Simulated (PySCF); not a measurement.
A GIAO shielding run with PySCF 2.14 (density fitting, non-relativistic, gas phase) on SMILES C=CC[C@H]1CC[SiH2]C1, C$_{7}$H$_{14}$Si:

```
$ OMP_NUM_THREADS=1 python probes_run.py task.json out

{"job": {"kind": "nmr", "xc": "PBE0", "basis": "pcSseg-1"}, "charge": 0, "multiplicity": 1}
C      3.128943    -0.068494    -1.250852
C      2.255790    -0.800258    -0.585129
C      1.462567    -0.321975     0.587261
C     -0.045166    -0.412069     0.325353
C     -0.864644    -0.009828     1.553032
C     -2.343581     0.009667     1.160798
Si    -2.356650     0.719189    -0.609218
C     -0.480481     0.488401    -0.836782
H      3.676977    -0.455125    -2.093631
H      3.338916     0.952700    -0.975894
H      2.063213    -1.823181    -0.884751
H      1.731402     0.711086     0.819728
H      1.707057    -0.940287     1.457286
H     -0.295245    -1.449378     0.074319
H     -0.680733    -0.692402     2.386191
H     -0.559028     0.990891     1.868289
H     -2.739946    -1.006629     1.172232
H     -2.927422     0.581257     1.879860
H     -2.764283     2.126596    -0.661233
H     -3.166619    -0.080469    -1.532874
H      0.037014     1.446225    -0.761480
H     -0.188493     0.053468    -1.790888
```

Hardware: 1 thread of an Arm Neoverse N1, shared host. The job also computes population analyses, field gradients, ring-centre shieldings.

Question: How large is the calculation?

Answer: 70 electrons, 213 basis functions and 1122 auxiliary functions.

Question: How long does it take, and how much memory does it need?

Answer: 82 s of wall time, with 14 SCF cycles and 4 response iterations; peak memory 0.87 GiB. Times on a shared host scatter by some tens of per cent.
